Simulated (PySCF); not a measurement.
## Broadened absorption spectrum of C3H10SSi2

C3H10SSi2.
SMILES: `CS[SiH2]/C=C/[SiH3]`

Level of theory: TDDFT PBE0/def2-SVPD, vertical, gas phase, core orbitals frozen in the response in PySCF. Isolated species at its PBE0-D3(BJ)/def2-SVP geometry (one conformer only). Torsions of this conformer, `[CH3:1][S:2][SiH2:3]/[CH:4]=[CH:5]/[SiH3:6]`: C1–S2–Si3–C4 60°, S2–Si3–C4–C5 -110°.

Computed states:

```
state  E (eV)       f
   S1    4.58   0.024
   S2    5.72  0.0025
   S3    5.80  0.0015
   S4    6.24   0.419
   S5    6.41   0.038
   S6    6.43   0.085
   S7    6.81   0.076
   S8    6.88   0.027
   S9    6.95   0.018
  S10    7.03   0.028
```

Each state is given a Gaussian of 0.5 eV full width at half maximum, with ε(max) = 2.175×10⁸ f / Δν̃ (Δν̃ the width in cm⁻¹). The width is an assumption, not a result. The curve ends short of the highest state used, and states not computed would add to its high-energy end.

Question: Give the broadened spectrum and its maxima.

Answer: 
(E (eV), ε (L mol⁻¹ cm⁻¹)): (3.83, 2), (3.89, 6), (3.95, 15), (4.01, 33), (4.08, 76), (4.14, 144), (4.20, 249), (4.26, 399), (4.32, 590), (4.38, 805), (4.44, 1015), (4.50, 1181), (4.56, 1269), (4.62, 1259), (4.68, 1153), (4.74, 975), (4.80, 761), (4.86, 548), (4.92, 365), (4.98, 224), (5.04, 128), (5.10, 69), (5.16, 37), (5.22, 24), (5.28, 26), (5.34, 38), (5.40, 64), (5.46, 109), (5.52, 186), (5.58, 324), (5.64, 585), (5.70, 1070), (5.76, 1936), (5.82, 3385), (5.89, 6068), (5.95, 9334), (6.01, 13386), (6.07, 17859), (6.13, 22151), (6.19, 25557), (6.25, 27469), (6.31, 27574), (6.37, 25961), (6.43, 23089)

Maxima: 271 nm (4.58 eV), ε about 1300, made up of S1 (100%); 197 nm (6.28 eV), ε about 28000, made up of S4 (80%) and S6 (13%) (ε in L mol⁻¹ cm⁻¹; maxima over ε = 5, shares over 10%).

Question: What would ε be at 6.28 eV, the highest of these maxima, with half the width (0.25 eV)?

Answer: About 48000 L mol⁻¹ cm⁻¹ against 27800, a factor of about 1.7; a lone state at its own centre would give exactly 2.

Question: Coming from long wavelengths, where does ε first pass 100 L mol⁻¹ cm⁻¹?

Answer: At about 302 nm (4.11 eV), 0.48 eV below S1.

Question: On this curve, what absorbance would a 10⁻³ mol/L sample give at 222 nm over a 1 cm path?

Answer: 222 nm is 5.585 eV, where ε is about 340 L mol⁻¹ cm⁻¹, so A = ε c l ≈ 0.34 (Beer–Lambert, with the gas-phase spectrum and the assumed width).

The vertical ionisation energy (ΔSCF) is 8.82 eV, 1.79 eV above S10.
